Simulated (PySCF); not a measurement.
Coordinates in bohr (charge 1 multiplicity 1):
```
Ge    0.0000    0.0000    0.0000
H     2.8770    0.0000    0.0000
H    -1.4385    2.4915    0.0000
H    -1.4385   -2.4916    0.0000
```

Method: PBE0/[Ge def2-TZVP, H def2-TZVP], no relativity, density fitting, PySCF.

This geometry of GeH₃⁺ is a stationary point at this level.

What is the point group?

D3h.

Is it a minimum?

Yes: all harmonic wavenumbers are real.

Which band is strongest in the infrared?

851 cm⁻¹ (e'), 68 km/mol.

What are the dipole moment and the gap between the highest occupied and lowest empty levels?

0.00 D about the centre of mass and 7.22 eV.

Give the ideal-gas entropy at 298.15 K and 1 bar by parts.

translation 163.0, rotation 52.1, vibration 2.3, spin 0.0; total 217.5 J/(mol K).

Only a few start shapes were tried, so a lower isomer may exist.
